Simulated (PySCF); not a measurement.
C2H7N2 (SMILES N[CH]CN), doublet, geometry from GFN2-xTB. Base run: DF-HF/3-21G (PySCF).

PySCF was given this input:
```python
from pyscf import gto, scf

mol = gto.M(
    atom='''
N     1.630463   -0.224312    0.114394
C     0.619298    0.660884   -0.243297
C    -0.710973    0.127507   -0.603737
N    -1.357855   -0.491110    0.574582
H     1.278322   -1.148525    0.326971
H     2.279413    0.115822    0.811182
H     0.793049    1.710051   -0.098759
H    -1.319659    0.929996   -1.047017
H    -0.615816   -0.679339   -1.342071
H    -1.506663    0.213784    1.290843
H    -2.266849   -0.864176    0.318224
''',
    basis='3-21g',
    charge=0,
    spin=1,
    verbose=3,
)

mf = scf.UHF(mol)
mf = mf.density_fit(auxbasis='def2-universal-jkfit')
mf.kernel()
```

Each row names what was changed in the base input (with any setting that the change needs).

```json
[
 {"change": "base", "basis functions": "50", "E (Eh)": "-187.59250", "HOMO (eV)": "-7.21", "dipole (D)": "1.86"},
 {"change": "basis = LANL2DZ", "basis functions": "50", "E (Eh)": "-188.59926", "HOMO (eV)": "-7.44", "dipole (D)": "2.07"},
 {"change": "basis = pcseg-0", "basis functions": "50", "E (Eh)": "(withheld)", "HOMO (eV)": "(withheld)", "dipole (D)": "(withheld)"},
 {"change": "basis = 6-31G*", "basis functions": "70", "E (Eh)": "-188.64101", "HOMO (eV)": "-7.35", "dipole (D)": "1.67"},
 {"change": "basis = def2-SVP", "basis functions": "91", "E (Eh)": "-188.51329", "HOMO (eV)": "-7.43", "dipole (D)": "1.53"},
 {"change": "basis = pcseg-1", "basis functions": "91", "E (Eh)": "(withheld)", "HOMO (eV)": "(withheld)", "dipole (D)": "(withheld)"},
 {"change": "basis = 6-31G**", "basis functions": "91", "E (Eh)": "-188.66159", "HOMO (eV)": "-7.35", "dipole (D)": "1.62"},
 {"change": "basis = 6-311G**", "basis functions": "114", "E (Eh)": "-188.70289", "HOMO (eV)": "-7.43", "dipole (D)": "1.53"},
 {"change": "basis = 6-311+G(2d,p)", "basis functions": "150", "E (Eh)": "-188.71379", "HOMO (eV)": "-7.54", "dipole (D)": "1.52"},
 {"change": "basis = aug-cc-pVDZ", "basis functions": "(withheld)", "E (Eh)": "(withheld)", "HOMO (eV)": "(withheld)", "dipole (D)": "(withheld)"},
 {"change": "basis = def2-TZVP", "basis functions": "166", "E (Eh)": "-188.72779", "HOMO (eV)": "-7.52", "dipole (D)": "1.50"},
 {"change": "basis = def2-TZVPD", "basis functions": "211", "E (Eh)": "-188.72977", "HOMO (eV)": "-7.55", "dipole (D)": "1.45"},
 {"change": "basis = pcseg-2", "basis functions": "(withheld)", "E (Eh)": "(withheld)", "HOMO (eV)": "(withheld)", "dipole (D)": "1.50"}
]
```

Task: Fill in the missing entries.

Result: 
- basis = pcseg-0, E (Eh): -188.08938
- basis = pcseg-0, HOMO (eV): -7.47
- basis = pcseg-0, dipole (D): 1.96
- basis = pcseg-1, E (Eh): -188.60266
- basis = pcseg-1, HOMO (eV): -7.49
- basis = pcseg-1, dipole (D): 1.61
- basis = aug-cc-pVDZ, basis functions: 155
- basis = aug-cc-pVDZ, E (Eh): -188.68466
- basis = aug-cc-pVDZ, HOMO (eV): -7.51
- basis = aug-cc-pVDZ, dipole (D): 1.46
- basis = pcseg-2, basis functions: 218
- basis = pcseg-2, E (Eh): -188.72223
- basis = pcseg-2, HOMO (eV): -7.53

Totals compare only among sets that treat the same electrons; sets with core potentials leave the core out.

Open shells are given as the SCF converged; they aren't shown to be the lowest states, and a large step between rows can be another state.
